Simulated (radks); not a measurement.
Zr, 40 electrons, occupied as [Kr] 4d2 5s2. All-electron calculation, scalar-relativistic Kohn-Sham, PBE, spin-polarised, spherical densities, point nucleus; open shells are filled with parallel spins first (spin-orbit coupling, left out, can overturn this in heavy ions). Program: a radial shooting solver on a logarithmic mesh with Libxc functionals.

Normalised radial functions P(r) = r R(r), r in bohr:

r           4d up  4d down
0.001941   0.0000   0.0000
0.003014   0.0000   0.0000
0.00468    0.0000   0.0000
0.007267   0.0001   0.0001
0.01128    0.0004   0.0004
0.01738    0.0014   0.0014
0.02699    0.0047   0.0046
0.0419     0.0144   0.0141
0.06506    0.0403   0.0394
0.101      0.0985   0.0964
0.1569     0.1970   0.1927
0.2436     0.2923   0.2857
0.3782     0.2595   0.2534
0.5872    -0.0083  -0.0092
0.9118    -0.4154  -0.4069
1.404     -0.6746  -0.6559
2.181     -0.6171  -0.6020
3.386     -0.3764  -0.3882
5.257     -0.1459  -0.1723
8.163     -0.0300  -0.0450
12.67     -0.0024  -0.0052

4d up: eigenvalue -4.058 eV, 1 radial node at r = 0.581 bohr, <r> = 2.26 bohr, 90 % of the charge inside 3.72 bohr. 4d down (empty): eigenvalue -2.898 eV, 1 radial node at r = 0.581 bohr, <r> = 2.38 bohr, 90 % of the charge inside 4.02 bohr.
